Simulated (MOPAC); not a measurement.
A run for MOPAC: PM7 on LiO, 2S+1 = 2, a spin state set in the input, which need not be the lowest, a point of a bond scan (R = 1.646 Å).

```
PM7 1SCF PRECISE CHARGE=0 UHF MS=0.5 THREADS=1
LiO

Li     0.00000000 1     0.00000000 1     0.00000000 1
O      0.00000000 1     0.00000000 1     1.64608300 1
```

It printed:

```
*******************************************************************************
 **                                                                           **
 **                              MOPAC v23.2.5                                **
 **                                                                           **
 *******************************************************************************
 ** MOPAC's Digital Object Identifier: https://doi.org/10.5281/zenodo.6511958 **
 **                                                                           **
 ** Please cite the open-source release paper for use of this MOPAC version:  **
 ** J. E. Moussa and J. J. P. Stewart (2026)                                  **
 ** MOPAC: An open-source semiempirical molecular orbital program             **
 ** J. Open Source Softw., 11(119), 8025, https://doi.org/10.21105/joss.08025 **
 *******************************************************************************

                              PM7 CALCULATION RESULTS

 *******************************************************************************
 *  PM7        - The PM7 Hamiltonian to be used
 *  UHF        - UNRESTRICTED HARTREE-FOCK CALCULATION
 *
 *
 *
 *                 CHARGE ON SYSTEM = 0
 *
 *
 *
 *  MS=        - IN MECI, MAGNETIC COMPONENT OF SPIN =  0.5
 *  PRECISE    - TIGHTER CRITERIA TO BE USED
 *  1SCF       - DO 1 SCF AND THEN STOP
 *  THREADS=1  - MULTI-THREADING NOT USED
 *  T=         - A TIME OF 172800.0 SECONDS REQUESTED
 *  DUMP=N     - RESTART FILE WRITTEN EVERY 7200.0 SECONDS REQUESTED
 *******************************************************************************
PM7 1SCF PRECISE CHARGE=0 UHF MS=0.5 THREADS=1
 LiO

   ATOM   CHEMICAL          X               Y               Z
  NUMBER   SYMBOL      (ANGSTROMS)     (ANGSTROMS)     (ANGSTROMS)

     1      Li          0.00000000  *   0.00000000  *   0.00000000  *
     2       O          0.00000000  *   0.00000000  *   1.64608300  *



          CARTESIAN COORDINATES

    NO.       ATOM           X           Y           Z

     1        Li          0.0000      0.0000      0.0000
     2         O          0.0000      0.0000      1.6461

 General Reference for PM7:
 "Optimization of Parameters for Semiempirical Methods VI: More Modifications to the
 NDDO Approximations and Re-optimization of Parameters", J. J. P. Stewart, J. Mol. Mod., 1:32, 19 (2013)
 https://link.springer.com/article/10.1007/s00894-012-1667-x

           Empirical Formula: O Li  =     2 atoms



      MOLECULAR POINT GROUP   :   C*v


          UHF CALCULATION, NO. OF ALPHA ELECTRONS =    4
                           NO. OF BETA  ELECTRONS =    3

 -------------------------------------------------------------------------------
 PM7 1SCF PRECISE CHARGE=0 UHF MS=0.5 THREADS=1
 LiO



     1SCF WAS SPECIFIED, SO BFGS WAS NOT USED
     SCF FIELD WAS ACHIEVED


                              PM7 CALCULATION
                                                       MOPAC v23.2.5 Linux




          FINAL HEAT OF FORMATION =         18.79442 KCAL/MOL =      78.63583 KJ/MOL


          COSMO AREA              =         67.69 SQUARE ANGSTROMS
          COSMO VOLUME            =         50.17 CUBIC ANGSTROMS

          IONIZATION POTENTIAL    =          8.455446 EV
          ALPHA SOMO LUMO (EV)    =         -9.501  2.900
          BETA  SOMO LUMO (EV)    =         -8.455  1.092
          NO. OF ALPHA ELECTRONS  =          4
          NO. OF BETA  ELECTRONS  =          3
          MOLECULAR WEIGHT        =         22.9394         POINT GROUP:  C*v

          MOLECULAR DIMENSIONS (Angstroms)

            Atom       Atom       Distance
            O     2   Li     1     1.64608
            O     2   Li     1     0.00000
           Li     1    O     2     0.00000


          SCF CALCULATIONS        =          1





   ATOM   CHEMICAL          X               Y               Z
  NUMBER   SYMBOL      (ANGSTROMS)     (ANGSTROMS)     (ANGSTROMS)

     1      Li          0.00000000  *   0.00000000  *   0.00000000  *
     2       O          0.00000000  *   0.00000000  *   1.64608300  *

                             CARTESIAN COORDINATES

   1   Li        0.000000000     0.000000000     0.000000000
   2    O        0.000000000     0.000000000     1.646083000


           Empirical Formula: O Li  =     2 atoms



      MOLECULAR POINT GROUP   :   C*v


          ALPHA EIGENVALUES
 -24.27930 -11.40484  -9.99532  -9.50139   2.89961   5.65663   5.66093   5.77438


           BETA EIGENVALUES
 -19.16936  -8.92810  -8.45545   1.09193   3.04852   5.52574   5.52926   5.63985


              NET ATOMIC CHARGES AND DIPOLE CONTRIBUTIONS

  ATOM NO.   TYPE          CHARGE      No. of ELECS.   s-Pop       p-Pop
    1         Li           0.832137        0.1679     0.16397     0.00390
    2          O          -0.832137        6.8321     1.95048     4.88166
 DIPOLE           X         Y         Z       TOTAL
 POINT-CHG.     0.000     0.000    -6.579     6.579
 HYBRID        -0.000    -0.000    -0.083     0.083
 SUM           -0.000    -0.000    -6.662     6.662


          ATOMIC ORBITAL ELECTRON POPULATIONS

     Atom    s        px        py        pz
    1 Li   0.16397   0.00013   0.00004   0.00373
    2  O   1.95048   1.99987   0.99996   1.88182


                    (SZ)    =    0.500000
                    (S**2)  =    0.754813


          ATOMIC ORBITAL SPIN POPULATIONS

    Atom   Total    s     px     py     pz
         Atomic
    1 Li -0.0376 -0.037 -0.000  0.000 -0.001
    2  O  1.0376  0.014  0.000  1.000  0.023

 **********************
 *                    *
 * JOB ENDED NORMALLY *
 *                    *
 **********************




 == MOPAC DONE ==
```

The run finished.

Cost: around 0.04 core-seconds (rough).
